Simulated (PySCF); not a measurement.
C2H7NTe. Atoms are numbered in the order given.

```xyz
11

Te    -0.1784     0.0309     0.6230
C      1.5142    -0.2909    -0.7583
C      1.3545     0.4587    -2.0716
H      1.6098    -1.3845    -0.9089
H      2.3996     0.0493    -0.1816
H      1.3297     1.5563    -1.9166
H      0.4104     0.1718    -2.5809
H      2.1867     0.2270    -2.7706
N     -1.7753    -0.3287    -0.6537
H     -1.6979    -1.2756    -1.0494
H     -1.7479     0.3403    -1.4353
```

The structure is a stationary point at PBE-D3(BJ)/def2-SVP. The structure was generated by enumeration, and PubChem lists no compound with its InChIKey, so it may never have been made. The def2 effective core potentials stand for the cores of Te; spin–orbit coupling is left out. The values are those of a single conformer.

Computed with PySCF with HF/def2-TZVP.

Gas-phase values at a fixed geometry.

```
Property                                                                                                        Value
---------------------------------------------------------------------------------------------  ----------------------
total energy                                                                                       -401.28957 hartree
highest occupied level                                                                                       -8.20 eV
lowest empty level                                                                                            2.24 eV
orbital gap                                                                                                  10.44 eV
dipole moment                                                                                                  2.63 D
quadrupole, principal values (traceless, Buckingham form, about the centre of nuclear charge)  -3.36, -1.53, 4.89 D·Å
mean static polarisability                                                                      69.8 bohr³ (10.34 Å³)
polarisability, principal values                                                               55.2, 70.1, 84.1 bohr³
```
